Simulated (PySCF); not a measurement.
Species: C7H12BF.
SMILES with atom numbers: `[F:1]/[CH:2]=[CH:3]/[C@@H:4]1[CH2:5][BH:6][CH2:7][CH2:8][CH2:9]1` (hydrogens: H10 on C2; H11 on C3; H12 on C4; H13, H14 on C5; H15 on B6; H16, H17 on C7; H18, H19 on C8; H20, H21 on C9)

Cartesian coordinates in Å at the PBE0-D3(BJ)/def2-SVP level; atoms count from 1:
```
atom  x, y, z in Å
F1     4.2743   -0.2661    0.1164
C2     3.0132    0.1658    0.1520
C3     2.0322   -0.4731   -0.4776
C4     0.5860   -0.0744   -0.4856
C5     0.2742    1.2038    0.2952
B6    -1.2371    1.4638    0.6023
C7    -2.2495    0.2747    0.5739
C8    -1.7868   -0.9575   -0.2031
C9    -0.2998   -1.2394   -0.0187
H10    2.9059    1.0827    0.7373
H11    2.3067   -1.3792   -1.0305
H12    0.3174    0.1108   -1.5451
H13    0.6875    1.1178    1.3270
H14    0.7834    2.0866   -0.1261
H15   -1.5902    2.5573    0.9955
H16   -3.2721    0.5879    0.3061
H17   -2.3260    0.0325    1.6591
H18   -1.9831   -0.8021   -1.2791
H19   -2.3723   -1.8477    0.0805
H20   -0.0793   -1.4480    1.0449
H21   -0.0218   -2.1527   -0.5705
```

Computed with PySCF 2.14.0, density-fitted response routines, TDDFT PBE0/def2-SVPD, vertical, gas phase, core orbitals frozen in the response.

Ground-to-excited transition dipoles (e·a0, same axes as the geometry; the sign carries no meaning), for the states with f of 0.002 or more among the lowest 8:

```tsv
state	E (eV)	μx	μy	μz
S1	5.467	-0.292	0.084	0.026
S3	5.915	-0.049	0.081	-0.084
S4	6.822	0.265	0.193	-0.141
S5	7.041	-0.079	0.007	-0.205
S6	7.269	1.098	0.459	0.421
S7	7.325	-0.050	0.182	-0.004
S8	7.440	-0.048	0.161	-0.137
```

Task: Work out the oscillator strengths.

Result: f = (2/3) ΔE |μ|² with ΔE in hartree (27.2114 eV).

```tsv
state	|μ|² (au)	|μ| (D)	f
S1	0.093	0.78	0.012
S3	0.016	0.32	0.002
S4	0.127	0.91	0.021
S5	0.048	0.56	0.008
S6	1.595	3.21	0.284
S7	0.036	0.48	0.006
S8	0.047	0.55	0.009
```

Task: Which bond between heavy atoms lies closest to the direction of the S6 transition dipole?

Result: C2–C3, at 13° from it; next B6–C7 at 32°.

Task: What angle do the transition dipoles of S1 and S4 make?

Result: |cos θ| = |μa·μb| / (|μa| |μb|) = 0.60, so θ ≈ 53° (taken between 0 and 90°, since the signs are arbitrary).

Task: What peak molar absorption coefficient would the strongest computed level give as a lone Gaussian band 0.5 eV wide at half height?

Result: ε(max) = 2.175×10⁸ f / FWHM, with the width in cm⁻¹. S6: 2.175×10⁸ × 0.2839 / 4033 ≈ 15000 L mol⁻¹ cm⁻¹.

The vertical ionisation energy (ΔSCF) is 9.18 eV, 1.74 eV above S8.

One conformer stands for the species.
